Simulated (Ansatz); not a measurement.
Two spin states of ScF, each at its own minimum; 2S+1 = 1, 3 were tried, and the measured ground state has 1. No spin–orbit coupling. Sc is treated without relativity.

```csv
level,energy of the multiplicity-3 state above the multiplicity-1 state (kcal/mol)
PBE/def2-TZVPP,-4.09
PBE0/def2-TZVPP,-6.92
wB97X-V/def2-TZVPP,-3.24
CCSD/def2-TZVPP,7.21
CCSD(T)/def2-TZVPP,10.29
```

The rows run from -6.92 (PBE0/def2-TZVPP) to 10.29 kcal/mol (CCSD(T)/def2-TZVPP). The 3 functionals in def2-TZVPP without D3 or D4 span 3.69, from PBE0 to wB97X-V.

Each state is the lowest solution found for its spin in def2 and cc sets. The singlet is a restricted closed-shell determinant, which can mix singlet states where a π or δ shell is part-filled.

Correlated levels freeze the inner cores; with def2 sets outer-core shells near the valence are correlated too.

Doubts at one or more of the structures used: a restricted determinant that unrestricted orbitals would lower (CCSD/def2-TZVPP, CCSD(T)/def2-TZVPP).

The values were computed with Ansatz (a first-principles code) with Gaussian orbitals.
